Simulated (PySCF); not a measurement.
Geometry (Å), atoms numbered from 1 in this order:
```xyz
18

F    -3.1763   -0.5190    0.5357
C    -1.8877   -0.1838    0.5315
F    -1.8246    1.1481    0.6007
F    -1.3487   -0.6651    1.6543
C    -1.1680   -0.7267   -0.7286
F    -1.3554   -2.0706   -0.7485
F    -1.8330   -0.2434   -1.8082
C     0.3363   -0.3921   -0.8293
C     0.5583    1.0962   -0.8759
C     1.2827    1.7236    0.0406
O     1.9118    1.1286    1.0842
C     1.7906   -0.2196    1.1667
C     1.1005   -0.9794    0.3272
H     0.6451   -0.8614   -1.7770
H     0.0987    1.6441   -1.6805
H     1.4546    2.7886    0.0314
H     2.3441   -0.6147    2.0040
H     1.0623   -2.0469    0.4600
```

PySCF 2.14.0 with density-fitted response routines calculation with shieldings: GIAO PBE0/pcSseg-1 and geometry: GFN2-xTB; no relativistic terms, single conformer, no solvent model, fast rotation and ring inversion assumed for equivalent nuclei.

**Question.** List the cross peaks expected in HSQC, COSY and HMBC spectra.

**Answer.** 

HSQC (one-bond C–H):
```
            δH               δC
6.68 (H16/H17)  151.0 (C10/C12)
5.05 (H15/H18)   103.2 (C9/C13)
    3.95 (H14)        42.2 (C8)
```

COSY cross peaks (H two or three bonds apart, from the bond graph; peaks can be absent where the dihedral angle is near 90°):
```
            δH              δH
6.68 (H16/H17)  5.05 (H15/H18)
5.05 (H15/H18)      3.95 (H14)
```

HMBC (two and three bonds, from the bond graph):
```
            δH                                                       δC
6.68 (H16/H17)               151.0 (C10/C12), 103.2 (C9/C13), 42.2 (C8)
5.05 (H15/H18)   151.0 (C10/C12), 121.4 (C5), 103.2 (C9/C13), 42.2 (C8)
    3.95 (H14)  151.0 (C10/C12), 129.0 (C2), 121.4 (C5), 103.2 (C9/C13)
```

References, each an isolated molecule treated in the same way: TMS for 1H (σref 31.72) and 13C (σref 186.93).

Shifts are as computed. Against solution values, carbons near 30 ppm lie about +3 ppm off and those near 130 ppm about +5 ppm. Of 1211 compounds with measured shifts, 218 miss one by over three times the rms of a fit or turn the order of signals round; such compounds aren't used in these exercises.
